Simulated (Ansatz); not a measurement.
Geometry optimisation, RKS B3LYP-D4/def2-SVP in Ansatz.

input.yaml

```yaml
crystal:
  periodic: [false, false, false]
  atoms:
    - { symbol: "N", position_ang: [-0.92719, 0.92827, -0.9415] }
    - { symbol: C, position_ang: [0.27131, 0.61674, -0.71027] }
    - { symbol: Si, position_ang: [0.57039, -0.65343, 0.67155] }
    - { symbol: O, position_ang: [-0.88861, -1.05447, 1.24511] }
    - { symbol: H, position_ang: [-1.08558, 1.61266, -1.68341] }
    - { symbol: H, position_ang: [1.11857, 1.04586, -1.26205] }
    - { symbol: H, position_ang: [1.36586, -0.03389, 1.73014] }
    - { symbol: H, position_ang: [1.21982, -1.83589, 0.10856] }
    - { symbol: H, position_ang: [-1.14053, -1.97647, 1.17972] }
basis:
  gaussian: { orbitals: def2-SVP }
hamiltonian:
  xc: b3lyp
  dispersion: d4
relax:
  f_tol: 0.015
  max_steps: 40
```

Run as:

```bash
$ ansatz run input.yaml --threads 1 --pin off --max-ram 2048MiB --backend cpu --events-out ev --progress --plain --runs-dir out
```

Q: Where does it end, and by what steps?

A: The run converged. After 18 steps the energy has fallen by 0.364 eV; H9 moved furthest, 1.25 Å.

```
step  energy less start (eV)  largest force component (eV/Å)  accepted
   0                  0.0000                           1.342       yes
   1                 -0.1083                           0.515       yes
   2                 -0.1378                           0.225       yes
   3                 -0.1392                           0.523       yes
   4                 -0.1525                           0.733       yes
   5                 -0.1900                           0.242       yes
   6                 -0.2183                           0.271       yes
   7                 -0.2098                           1.469        no
   8                 -0.2335                           0.215       yes
   9                 -0.2509                           0.194       yes
  10                 -0.2717                           0.649       yes
  11                 -0.3181                           0.226       yes
  12                 -0.3506                           0.227       yes
  13                 -0.3586                           0.152       yes
  14                 -0.3542                           0.284        no
  15                 -0.3630                           0.042       yes
  16                 -0.3636                           0.031       yes
  17                 -0.3636                           0.019       yes
  18                 -0.3636                           0.001       yes
```

```xyz
9
Properties=species:S:1:pos:R:3
N -1.015 0.613 -0.813
C 0.246 0.516 -0.627
Si 0.716 -0.764 0.708
O -0.762 -1.342 1.194
H -1.262 1.304 -1.534
H 0.981 1.124 -1.194
H 1.467 -0.101 1.812
H 1.583 -1.824 0.118
H -1.448 -0.878 0.674
```

Whether the end is a true minimum wasn't checked by a vibrational analysis.

Time of the run: 2.3 min on 1 thread of Intel(R) Xeon(R) Processor @ 2.50GHz (Skylake/Cascade Lake), with other jobs on the host, peak memory 0.17 GiB.
